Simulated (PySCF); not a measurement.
C₄H₄ClF.

```xyz
10

C      2.5027    -0.2044    -1.5334
C      1.4040    -0.4161    -0.8567
C      0.2818    -0.6020    -0.1992
F      0.1832    -1.5332     0.7706
C     -0.9800     0.1501    -0.4361
Cl    -1.4219     1.1882     0.9862
H      2.7153    -0.7387    -2.4677
H      3.2576     0.5130    -1.1883
H     -1.8187    -0.5455    -0.5826
H     -0.8825     0.8047    -1.3096
```

The structure is a stationary point at B3LYP-D3(BJ)/def2-SVP. This is a generated structure with no PubChem entry under its InChIKey; it may be hypothetical. Other conformers were not sampled.

Method: KT2/pcSseg-1 run with PySCF. Non-relativistic, no solvent.

Computed absolute GIAO shielding of each atom: isotropic value and principal components (ppm):
| atom | σ(iso) | σ11 | σ22 | σ33 | span |
|---|---|---|---|---|---|
| C1 | 92.6 | 17.8 | 95.7 | 164.3 | 146.5 |
| C2 | -17.7 | -37.9 | -31.2 | 16.1 | 54.0 |
| C3 | 43.4 | -4.7 | 48.5 | 86.4 | 91.0 |
| F4 | 305.5 | 246.1 | 315.8 | 354.5 | 108.4 |
| C5 | 130.7 | 106.3 | 134.4 | 151.3 | 45.0 |
| Cl6 | 795.1 | 577.5 | 721.8 | 1085.9 | 508.4 |
| H7 | 25.5 | 23.6 | 24.2 | 28.6 | 5.0 |
| H8 | 25.4 | 23.6 | 24.2 | 28.3 | 4.7 |
| H9 | 26.6 | 21.2 | 26.0 | 32.7 | 11.5 |
| H10 | 27.1 | 21.9 | 26.6 | 33.0 | 11.1 |
